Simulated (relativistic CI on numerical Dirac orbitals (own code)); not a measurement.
**Ru+: resonant inelastic scattering at the M2,3 edge**

Computed with this model: Dirac-Coulomb-Breit CI, separate exchange-only KLI orbitals for each configuration, a model potential for QED, Kramers-Heisenberg scattering through one core-hole configuration in a parametric crystal field, unscaled Slater integrals; configurations [Kr] 4d7 → [Ne] 3s2 3p5 3d10 4s2 4p6 4d8; 10 K; core-hole width 3 eV; summed over polarisations. Incident energies are the highest absorption maxima for each field (at most a few, so the weaker spin-orbit partner edge can be absent), on the computed scale of the free ion. Intensities are in per cent of the strongest line above 0.02 eV; levels within 1 cm⁻¹ are merged; final levels count from the ground level, the first row holds all elastic scattering, lines under 0.4 are left out and each table stops after 24 rows. The scale of the Slater integrals is a model choice and moves the terms in proportion.

Field parameters in Wybourne normalisation: D3d B²₀ = −7Dσ, B⁴₀ = −14Dq − 21Dτ, B⁴₃ = −14√(10/7) Dq; Oh B⁴₀ = 21Dq, B⁴₄ = √(5/14) B⁴₀. The field is a parameter set, without covalency.

S is read from ⟨S²⟩ = S(S + 1).

Oh, 10Dq = 15200 cm⁻¹:

```tsv
Final level (eV)	Degeneracy	Irrep	S	463.5 eV
0.000	4	Γ8	1.02	451.3
0.017	2	Γ6	1.50	21.2
0.100	4	Γ8	1.44	48.1
0.215	2	Γ7	1.50	13.1
0.310	4	Γ8	1.20	18.6
1.655	4	Γ8	0.89	100.0
1.758	2	Γ6	1.07	27.8
1.762	4	Γ8	0.92	84.3
1.791	2	Γ7	1.03	13.3
1.855	4	Γ8	1.34	16.0
1.901	2	Γ6	1.09	13.0
1.993	2	Γ7	1.14	1.3
2.005	4	Γ8	1.13	7.4
2.331	4	Γ8	0.56	31.2
2.428	2	Γ6	0.53	19.4
3.082	2	Γ7	1.44	9.9
3.097	4	Γ8	1.47	9.9
3.199	4	Γ8	1.45	7.1
3.221	2	Γ6	1.43	3.7
3.380	2	Γ7	0.60	1.5
3.391	4	Γ8	0.64	3.7
3.417	2	Γ6	0.60	0.9
3.743	4	Γ8	1.37	2.0
3.760	4	Γ8	0.62	2.3
```

D3d, 10Dq = 26200, Dσ = -840, Dτ = -420 cm⁻¹:

```csv
Final level (eV),Degeneracy,Irrep,S,464.2 eV,486.9 eV
0.000,2,Γ5+Γ6,0.53,340.3,34.8
0.003,2,Γ4,0.52,84.3,19.0
0.752,2,Γ4,1.50,8.2,3.2
0.765,2,Γ5+Γ6,1.49,17.7,6.3
1.332,2,Γ4,1.50,14.7,1.8
1.386,2,Γ4,1.50,12.0,4.5
1.431,2,Γ5+Γ6,1.49,16.3,6.8
1.473,2,Γ4,1.50,15.1,6.0
2.449,2,Γ4,0.51,60.4,11.3
2.601,2,Γ5+Γ6,0.52,29.7,8.3
2.611,2,Γ4,0.51,53.0,11.8
2.926,2,Γ4,0.52,26.6,7.4
3.001,2,Γ5+Γ6,0.52,100.0,8.6
3.065,2,Γ4,0.51,30.7,11.7
3.484,2,Γ5+Γ6,0.52,42.0,8.0
3.541,2,Γ4,0.53,23.3,6.6
3.597,2,Γ4,0.52,23.7,11.9
4.028,2,Γ4,1.49,0.6,0.1
4.612,2,Γ4,0.54,9.3,7.0
4.978,2,Γ4,0.66,14.9,3.9
4.992,2,Γ5+Γ6,1.00,5.5,2.6
5.069,2,Γ4,1.41,1.5,0.3
5.105,2,Γ5+Γ6,1.16,2.5,1.5
5.464,2,Γ4,1.42,0.6,0.1
```

Oh, 10Dq = 18100 cm⁻¹:

```tsv
Final level (eV)	Degeneracy	Irrep	S	463.7 eV	486.9 eV
0.000	4	Γ8	0.63	307.3	25.5
0.299	2	Γ6	1.50	6.0	0.3
0.371	4	Γ8	1.49	27.7	2.3
0.492	2	Γ7	1.50	6.7	0.9
0.525	4	Γ8	1.44	15.0	8.0
1.978	4	Γ8	0.58	100.0	3.8
2.084	2	Γ6	0.55	23.3	9.9
2.086	4	Γ8	0.60	64.3	11.6
2.129	2	Γ7	0.59	13.6	8.6
2.459	4	Γ8	1.48	1.2	0.6
2.467	2	Γ6	1.47	1.2	0.6
2.543	4	Γ8	1.37	4.9	0.8
2.639	4	Γ8	0.63	31.2	8.7
2.725	2	Γ6	0.52	15.6	7.1
3.668	2	Γ7	1.30	7.0	0.3
3.700	4	Γ8	1.41	3.4	1.6
3.796	4	Γ8	1.41	1.9	0.8
3.829	2	Γ6	1.45	0.5	0.2
3.867	2	Γ7	0.82	3.6	0.6
3.887	4	Γ8	0.77	3.6	5.7
4.382	4	Γ8	0.52	0.6	0.4
4.605	4	Γ8	0.55	1.2	0.5
4.673	4	Γ8	1.29	1.7	2.1
4.871	2	Γ7	0.50	7.8	2.4
```

For the first field the strongest loss at the lowest incident energy is the level at 1.65 eV (S = 0.89, against 1.02 in the thermal ground state).
